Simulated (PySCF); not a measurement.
SMILES C=C[SiH2][SiH2]C(=O)OC (C4H10O2Si2), GFN2-xTB optimised geometry.

```
18

C      0.28     0.26     3.59
C     -0.86    -0.29     3.23
Si    -1.02    -1.99     2.42
Si    -0.60    -1.77     0.14
C      0.55    -0.25     0.00
O      1.76    -0.25     0.00
O     -0.18     0.87     0.00
C      0.52     2.11     0.01
H      1.22    -0.26     3.47
H      0.35     1.25     4.03
H     -1.77     0.28     3.37
H     -0.08    -2.90     3.08
H     -2.37    -2.48     2.70
H      0.12    -2.89    -0.48
H     -1.76    -1.46    -0.69
H      1.08     2.21     0.95
H     -0.23     2.89    -0.07
H      1.23     2.15    -0.82
```

Density from PBE/def2-SVP run with PySCF at that geometry.

Minimum of the electron density along straight lines between bonded atoms, close to the bond critical point (lines longer than 1.1 times the sum of covalent radii, or with two minima, are not listed):

```
bond     length / Å  ρ at the minimum / e bohr⁻³  ∇²ρ there / e bohr⁻⁵  position (fraction from the first atom)
-------  ----------  ---------------------------  --------------------  ---------------------------------------
C1–C2         1.324                        0.340                 -0.88                                     0.50
C2–Si3        1.888                        0.111                  0.33                                     0.62
Si4–C5        1.911                        0.109                  0.31                                     0.38
C5–O6         1.206                        0.412                  0.41                                     0.33
C5–O7         1.341                        0.299                 -0.30                                     0.34
O7–C8         1.423                        0.246                 -0.37                                     0.65
C1–H9         1.078                        0.282                 -1.07                                     0.64
C1–H10        1.080                        0.279                 -1.05                                     0.64
C2–H11        1.084                        0.275                 -1.01                                     0.63
Si3–H12       1.470                        0.115                  0.31                                     0.49
Si3–H13       1.470                        0.115                  0.31                                     0.49
Si4–H14       1.465                        0.116                  0.31                                     0.49
Si4–H15       1.466                        0.115                  0.31                                     0.49
C8–H16        1.092                        0.279                 -1.06                                     0.64
C8–H17        1.087                        0.283                 -1.09                                     0.64
C8–H18        1.092                        0.280                 -1.07                                     0.65
```
